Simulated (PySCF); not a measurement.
F3Sc, charge -1, doublet, geometry from GFN2-xTB (such geometries of metal compounds can be far from the true shape) (the multiplicity is a formal guess) (in this run its highest filled SCF level lies above zero, so its values depend strongly on the basis, on diffuse functions most of all); B3LYP/def2-SV(P) (PySCF).

Here is a job for PySCF.
```python
from pyscf import gto, scf, dft

mol = gto.Mole()
mol.atom = '''
    Sc   -0.00000000   -0.00000000    0.00000000
    F    -1.55788298   -0.96553266    0.06591834
    F    -0.00103869    1.69583093   -0.69839409
    F     1.55892167   -0.73029827    0.63247575
'''
mol.basis = 'def2-sv(p)'
mol.charge = -1
mol.spin = 1
mol.verbose = 4
mol.build()

mf = dft.UKS(mol)
mf.xc = 'b3lyp'
mf.kernel()
```

**Question.** Write the output that PySCF gives for this input, abridged.

**Answer.** 
```
PySCF version 2.14.0

[INPUT] verbose = 4
[INPUT] num. atoms = 4
[INPUT] num. electrons = 49
[INPUT] charge = -1
[INPUT] spin (= nelec alpha-beta = 2S) = 1
[INPUT] symmetry False subgroup None
[INPUT] Mole.unit = angstrom
[INPUT] Symbol           X                Y                Z      unit          X                Y                Z       unit  Magmom
[INPUT]  1 Sc     0.000000000000   0.000000000000   0.000000000000 AA    0.000000000000   0.000000000000   0.000000000000 Bohr   0.0
[INPUT]  2 F     -1.557882980000  -0.965532660000   0.065918340000 AA   -2.943972166321  -1.824592291723   0.124567609186 Bohr   0.0
[INPUT]  3 F     -0.001038690000   1.695830930000  -0.698394090000 AA   -0.001962839628   3.204656011266  -1.319773557115 Bohr   0.0
[INPUT]  4 F      1.558921670000  -0.730298270000   0.632475750000 AA    2.945935005950  -1.380063719544   1.195205947929 Bohr   0.0

nuclear repulsion = 204.079963617464
number of shells = 28
number of NR pGTOs = 138
number of NR cGTOs = 66
basis = def2-sv(p)
ecp = {}

******** <class 'pyscf.dft.uks.UKS'> ********
method = UKS
initial guess = minao
damping factor = 0
level_shift factor = 0
DIIS = <class 'pyscf.scf.diis.CDIIS'>
diis_start_cycle = 1
diis_space = 8
diis_damp = 0
SCF conv_tol = 1e-09
SCF conv_tol_grad = None
SCF max_cycles = 50
direct_scf = True
direct_scf_tol = 1e-13
number electrons alpha = 25  beta = 24
XC library pyscf.dft.libxc version 7.1.2
    S. Lehtola, C. Steigemann, M. J. T. Oliveira, and M. A. L. Marques,  SoftwareX 7, 1–5 (2018)
XC functionals = b3lyp
    P. J. Stephens, F. J. Devlin, C. F. Chabalowski, and M. J. Frisch,  J. Phys. Chem. 98, 11623 (1994)
radial grids:
    Treutler-Ahlrichs [JCP 102, 346 (1995); DOI:10.1063/1.469408] (M4) radial grids

becke partition: Becke, JCP 88, 2547 (1988); DOI:10.1063/1.454033
pruning grids: <function nwchem_prune>
grids dens level: 3
symmetrized grids: False
atomic radii adjust function: <function treutler_atomic_radii_adjust>
small_rho_cutoff = 0
Set gradient conv threshold to 3.16228e-05
tot grids = 63432
init E= -1059.77782816763

cycle= 1 E= -1059.89113923621  delta_E= -0.113  |g|= 0.741  |ddm|= 2.07
cycle= 2 E= -1059.94667523593  delta_E= -0.0555  |g|= 0.756  |ddm|= 2.87
cycle= 3 E= -1060.17528634506  delta_E= -0.229  |g|= 0.107  |ddm|= 2.11
cycle= 4 E= -1060.17986346878  delta_E= -0.00458  |g|= 0.0828  |ddm|= 0.441
cycle= 5 E= -1060.18310036006  delta_E= -0.00324  |g|= 0.00259  |ddm|= 0.0919
cycle= 6 E= -1060.1831077515  delta_E= -7.39e-06  |g|= 0.000704  |ddm|= 0.0124
cycle= 7 E= -1060.18310821316  delta_E= -4.62e-07  |g|= 0.000132  |ddm|= 0.00374
cycle= 8 E= -1060.18310823508  delta_E= -2.19e-08  |g|= 3.54e-05  |ddm|= 0.000345
cycle= 9 E= -1060.18310823542  delta_E= -3.48e-10  |g|= 4.2e-05  |ddm|= 5.52e-05
cycle= 10 E= -1060.18310823607  delta_E= -6.42e-10  |g|= 2.1e-06  |ddm|= 2.84e-05
Extra cycle  E= -1060.18310823606  delta_E= 2.27e-12  |g|= 2.73e-06  |ddm|= 3.97e-06
converged SCF energy = -1060.18310823606  <S^2> = 0.75058186  2S+1 = 2.0005818
```
